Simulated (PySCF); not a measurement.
**Orbital picture of RbSi**

M06-L at R = 3.223 Å; Rb def2-SVPD with ECP28, Si def2-SVPD; scalar-relativistic core potentials (PySCF 2.14). State: ⁴Σ⁻ (quartet), unpaired electrons σ ↑, π ↑↑. Only the outer orbitals are listed, counted within each symmetry, core potentials removing the inner ones.

```
spin  orbital  occ.  ε (eV)  on Rb (%)            main shells (%)
   α       4σ     1  -33.69        100                   100 Rb s
   α       2π     1  -17.02        100                   100 Rb p
   α       2π     1  -17.02        100                   100 Rb p
   α       5σ     1  -16.92         99                    99 Rb p
   α       6σ     1   -9.21          3                    97 Si s
   α       7σ     1   -2.83         10            89 Si p, 9 Rb s
   α       3π     1   -2.61          7                    93 Si p
   α       3π     1   -2.61          7                    93 Si p
   α       8σ     0   -1.15         96           56 Rb s, 40 Rb p
   α       4π     0   -0.48        100           87 Rb p, 13 Rb d
   α       4π     0   -0.48        100           87 Rb p, 13 Rb d
   β       4σ     1  -33.64        100                   100 Rb s
   β       2π     1  -16.99        100                   100 Rb p
   β       2π     1  -16.99        100                   100 Rb p
   β       5σ     1  -16.82        100                   100 Rb p
   β       6σ     1   -6.72          0                   100 Si s
   β       7σ     0   -1.19         65           68 Rb s, 36 Si p
   β       3π     0   -0.73         23  75 Si p, 13 Rb d, 10 Rb p
   β       3π     0   -0.73         23  75 Si p, 13 Rb d, 10 Rb p
```

Q: Which are the highest filled and the lowest empty level, where do they sit, and how wide is the gap?

A: Highest filled α 3π at -2.61 eV (in %: 93 Si p); lowest empty β 7σ at -1.19 eV (in %: 68 Rb s, 36 Si p); the gap at M06-L is 1.42 eV.

- bond order (Mayer): 0.46
- ⟨S²⟩: 3.756
- charge on Rb (Mulliken, basis-dependent): 0.75
- charge on Rb (Löwdin, basis-dependent): 0.53
- dipole moment (positive dipole means Rb(−)Si(+)): -11.27 D

Spin–orbit coupling is left out. The state is the lowest determinant that a PBE0 search found; another state may lie lower at other levels.
